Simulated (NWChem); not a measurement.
System: CH$_{6}$ClNSi; SMILES C[Si@H](N)Cl

```xyz
10

C     -1.3687    -1.4183     0.2397
Si     0.0524    -0.3758    -0.3916
N      1.5505    -1.0656     0.1064
Cl    -0.2685     1.5923     0.3060
H     -1.3062    -2.4322    -0.1713
H     -1.3517    -1.4908     1.3333
H     -2.3315    -0.9842    -0.0489
H      0.0998    -0.2522    -1.8661
H      2.4140    -0.7053    -0.2843
H      1.6835    -1.3243     1.0780
```
Atoms are numbered in this order, from 1.

STO-3G and 3-21G are far too small for this property and stand as cheap habits. Structure relaxed at the B3LYP/6-31G* (spherical d) level.

Task: Give the principal values of the shielding tensors (ppm) of C1, Si2, N3, Cl4 from Hartree-Fock/STO-3G, GIAO (NWChem), with their diamagnetic and paramagnetic parts as GIAO splits them.

Result: 
```csv
atom,σ11,σ22,σ33,isotropic,diamagnetic,paramagnetic
C1,239.3,246.2,252.3,245.9,247.1,-1.2
Si2,521.2,583.6,594.7,566.5,866.3,-299.8
N3,311.6,321.1,394.2,342.3,312.9,29.4
Cl4,1110.4,1234.7,1269.6,1204.9,1130.3,74.6
```
